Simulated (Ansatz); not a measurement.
Reaction (formal exchange of groups at the Si–S bond): `O[SiH2][SiH](S)Cl` + CH₄ → `C[SiH](Cl)[SiH2]O` + H₂S

Gas-phase electronic energies from Ansatz, PBE0-D4/def2-TZVP geometries. CBS: MP2 limit from def2 TZ/QZ plus the TZ coupled-cluster correction, frozen cores. This one scheme is used for every species. Each species was taken in one conformer, which may not be the lowest.

```json
{"species": "`O[SiH2][SiH](S)Cl`", "CCSD(T)/CBS(def2) energy (Eh)": "-1514.01709"}
{"species": "CH₄", "CCSD(T)/CBS(def2) energy (Eh)": "-40.46206"}
{"species": "`C[SiH](Cl)[SiH2]O`", "CCSD(T)/CBS(def2) energy (Eh)": "-1155.48157"}
{"species": "H₂S", "CCSD(T)/CBS(def2) energy (Eh)": "-398.97279"}
```

(1) Work out ΔE.

Largest T1 diagnostic among the species: 0.012.

Results:

(1) ΔE = (-1155.48157) + (-398.97279) − (-1514.01709) − (-40.46206) = 0.02479 Eh = +65.1 kJ/mol.

The D4 term adds +3.2 kJ/mol with B3LYP and +1.6 kJ/mol with PBE0; it sums over pairs of atoms, weighted by their polarisabilities, and B3LYP, whose exchange is more repulsive, gets the larger term.

B3LYP here is the variant with VWN-RPA as its local correlation; programs differ in this.
